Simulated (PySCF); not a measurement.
# Identify the compound

An unknown has the formula C₇H₁₁N₃. Its calculated NMR data are:

1H NMR (400 MHz, computed): δ 7.42 (s, 1H), 3.35 (m, 1H), 2.84 (q, 2H), 1.78 (m, 2H), 1.25 (t, 3H), 1.07 (m, 2H).

13C{1H} NMR (computed): δ 145.1 (C), 135.7 (CH), 29.7 (CH), 21.0 (CH2), 17.8 (CH3), 11.6 (CH2).

Theoretical values (PySCF): geometry: GFN2-xTB, GIAO PBE0/pcSseg-1 shieldings. A single conformation, equivalent nuclei averaged, isolated molecule, non-relativistic.

Chemical shifts δ = σref − σ; TMS for 1H and 13C, all at this level.

Question: What is the structure?

Answer: 
The formula gives 4 degrees of unsaturation (2 rings in the answer). 6 carbon signals for 7 carbons: some carbons are equivalent by symmetry or fast rotation. Carbon types of the structure: 1 × C, 2 × CH, 3 × CH2, 1 × CH3, which accounts for all hydrogens. δC 145.1: substituted aromatic carbon next to a ring nitrogen. δC 135.7: aromatic CH next to a ring nitrogen. δC 21.0: sp3 CH2 on an aromatic ring; a saturated carbon with 2 carbon neighbours and no heteroatom attached. δC 17.8: methyl carbon; a saturated carbon with 1 carbon neighbour and no heteroatom attached. δH 7.42: hydrogen on an aromatic CH next to a ring nitrogen; ring-current deshielding. δH 3.35, 1.78, 1.07: hydrogen on a three-membered-ring carbon. δH 2.84: hydrogen on an sp3 CH2 on an aromatic ring; benzylic-type position, deshielded by the ring.

These data were computed for `InChI=1S/C7H11N3/c1-2-6-5-8-9-10(6)7-3-4-7/h5,7H,2-4H2,1H3`.

This is the structure that produced the data.

Shifts are as computed. Against solution values, carbons near 30 ppm lie about +3 ppm off and those near 130 ppm about +5 ppm. Of 1211 compounds with measured shifts, 218 miss one by over three times the rms of a fit or turn the order of signals round; such compounds aren't used in these exercises. Multiplicities follow the n + 1 count of equivalent neighbours, as no J values were calculated; m marks all less simple cases, F and P coupling included.
